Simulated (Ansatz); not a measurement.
`[SiH3][CH2][GeH2][Cl]`, relaxed with RKS PBE-D4/def2-SVP in Ansatz from a rough embedded geometry. The force threshold is 0.03 eV/Å; the program also tests the step.

Total charge 0; spin multiplicity 1.

Start:

```xyz
11

Si    0.835    1.186    0.460
C    -0.380    0.421   -0.662
Ge   -0.710   -1.394   -0.070
Cl    0.999   -2.611   -0.213
H     2.150    0.427    0.400
H     1.156    2.602    0.005
H     0.375    1.243    1.854
H    -1.331    1.017   -0.580
H    -0.022    0.437   -1.704
H    -1.183   -1.346    1.431
H    -1.889   -1.980   -0.921
```

Question: By how much does the energy fall, and how many steps does the optimiser take? (An estimate is asked.)

Answer: The calculation gave: 22.86 kJ/mol, in 14 steps.

Question: Which bonds change most? (Estimate.)

Answer: Computed: Ge3–Cl4 from 2.103 to 2.192 Å; Si1–C2 from 1.822 to 1.899 Å; Si1–H7 from 1.469 to 1.506 Å; Ge3–H10 from 1.575 to 1.550 Å.

Question: Give the relaxed structure. (Estimate.)

Answer: Ansatz gave: 
```xyz
11

Si    1.003    1.209    0.395
C    -0.420    0.437   -0.597
Ge   -0.889   -1.390   -0.061
Cl    0.980   -2.473    0.312
H     2.321    0.610   -0.002
H     1.046    2.692    0.130
H     0.780    0.997    1.869
H    -1.335    1.056   -0.471
H    -0.166    0.437   -1.677
H    -1.681   -1.404    1.273
H    -1.639   -2.172   -1.171
```
